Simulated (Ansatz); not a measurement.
`C=C[Se][SiH2]C` and `CC[Se][SiH2]C` differ in one atom or group.

Ansatz, PBE0-D4/def2-TZVP geometries, multiplicity 1. Each molecule was computed in one conformer, which needn't be the lowest.

Scalar relativity is left out up to krypton.

```
                               property  `C=C[Se][SiH2]C`
HOMO–LUMO gap (ωB97M-V/def2-TZVPP) / eV             10.06
    HOMO energy (B3LYP/def2-TZVPP) / eV             -6.12
  HOMO–LUMO gap (B3LYP/def2-TZVPP) / eV              5.82
  HOMO energy (ωB97M-V/def2-TZVPP) / eV             -8.42
     HOMO energy (PBE0/def2-TZVPP) / eV             -6.34
      HOMO energy (PBE/def2-TZVPP) / eV             -5.31
```

Task: What does the change do to each property? (Estimate.)

Result: Ansatz gave: 
```json
{"property": "HOMO–LUMO gap (ωB97M-V/def2-TZVPP) / eV", "`CC[Se][SiH2]C`": "10.21", "shift": "0.15"}
{"property": "HOMO energy (B3LYP/def2-TZVPP) / eV", "`CC[Se][SiH2]C`": "-6.19", "shift": "-0.07"}
{"property": "HOMO–LUMO gap (B3LYP/def2-TZVPP) / eV", "`CC[Se][SiH2]C`": "5.90", "shift": "0.08"}
{"property": "HOMO energy (ωB97M-V/def2-TZVPP) / eV", "`CC[Se][SiH2]C`": "-8.58", "shift": "-0.16"}
{"property": "HOMO energy (PBE0/def2-TZVPP) / eV", "`CC[Se][SiH2]C`": "-6.42", "shift": "-0.08"}
{"property": "HOMO energy (PBE/def2-TZVPP) / eV", "`CC[Se][SiH2]C`": "-5.30", "shift": "0.01"}
```

B3LYP here is the variant with VWN-RPA as its local correlation; programs differ in this.

Spin–orbit coupling is left out; it splits and shifts lone-pair levels of the heavy atoms by tenths of an eV.
